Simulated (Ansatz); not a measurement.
Reaction (formal exchange of groups at the Si–C bond): `ClC[SiH2][TeH]` + `[CH3][In]([NH2])[Cl]` → `[CH3][In]([NH2])[SiH2][TeH]` + `ClCCl`

Computed with Ansatz on PBE0-D4/def2-TZVP structures; ΔE is electronic, products minus reactants. CBS: MP2 limit from def2 TZ/QZ plus the TZ coupled-cluster correction, frozen cores. This one scheme is used for every species. DFT in def2-TZVPP. B3LYP here is the variant with VWN-RPA as its local correlation; programs differ in this. def2 core potentials past Kr. For In, Te outer-core shells are correlated without core-valence functions, which leaves a few kJ/mol of doubt a bond. One conformer a species, not always the lowest.

`ClC[SiH2][TeH]`:

```xyz
9

Cl   -1.684   -0.350    2.010
C    -0.169    0.107    1.179
Si   -0.253   -0.497   -0.600
Te    1.843    0.085   -1.824
H    -0.070    1.191    1.238
H     0.662   -0.347    1.719
H    -0.326   -1.978   -0.619
H    -1.437    0.098   -1.263
H     1.434    1.692   -1.839
```

`[CH3][In]([NH2])[Cl]`:

```xyz
9

C    -1.185    0.122   -1.289
In    0.487    0.183    0.024
N     0.878   -0.674    1.792
Cl    2.427    1.292   -0.710
H    -0.960    0.714   -2.175
H    -1.385   -0.910   -1.580
H    -2.068    0.525   -0.792
H     1.677   -0.335    2.306
H     0.129   -0.916    2.423
```

`[CH3][In]([NH2])[SiH2][TeH]`:

Cartesian coordinates in Å:
```
C -0.315 -2.169 -1.424
In 0.071 -0.355 -0.341
N 0.444 1.285 -1.449
Si 0.062 0.217 2.160
Te 0.158 2.708 2.463
H -0.304 -1.974 -2.497
H -1.287 -2.578 -1.144
H 0.448 -2.913 -1.190
H 0.588 1.279 -2.445
H 0.758 2.151 -1.042
H -1.095 -0.353 2.907
H 1.288 -0.270 2.852
H -0.817 2.973 1.148
```

`ClCCl`:

Z-matrix (Å, degrees):
```
C
Cl 1 1.762
Cl 1 1.762 2 112.9
H 1 1.086 2 108.1 3 119.6
H 1 1.086 2 108.1 3 -119.6
```

| level | ΔE (kJ/mol) | difference from CCSD(T)/CBS |
| --- | --- | --- |
| PBE-D4 | 140.7 | -18.5 |
| r2SCAN-D4 | 158.2 | -1.0 |
| PBE0-D4 | 150.5 | -8.7 |
| B3LYP-D4 | 156.6 | -2.6 |
| ωB97X-V | 160.3 | 1.1 |
| ωB97M-V | 161.1 | 1.9 |
| B2PLYP | 161.8 | 2.6 |
| PBE | 142.1 | -17.1 |
| r2SCAN | 158.6 | -0.6 |
| PBE0 | 151.9 | -7.3 |
| B3LYP | 159.0 | -0.2 |
| HF/def2-TZVPP | 187.4 | 28.2 |
| MP2/def2-TZVPP | 162.4 | 3.2 |
| SCS-MP2/def2-TZVPP | 163.4 | 4.2 |
| CCSD/def2-TZVPP | 161.8 | 2.6 |
| CCSD(T)/def2-TZVPP | 157.7 | -1.5 |
| HF/def2-QZVPP | 188.1 | 28.9 |
| MP2/def2-QZVPP | 163.6 | 4.4 |
| SCS-MP2/def2-QZVPP | 165.0 | 5.8 |
| HF/CBS(def2) | 188.2 | 29.0 |
| MP2/CBS(def2) | 164.0 | 4.8 |
| CCSD/CBS(def2) | 163.3 | 4.1 |
| CCSD(T)/CBS | 159.2 | 0 |

Largest T1 diagnostic among the species: 0.013.

From PBE to PBE0 (25 % exact exchange), in def2-TZVPP and without D4, ΔE moves by +9.8 kJ/mol. In def2-TZVPP, CCSD(T) changes the Hartree–Fock value by −29.7 kJ/mol (the triples alone add −4.1 kJ/mol) and MP2 by −25.0 kJ/mol.
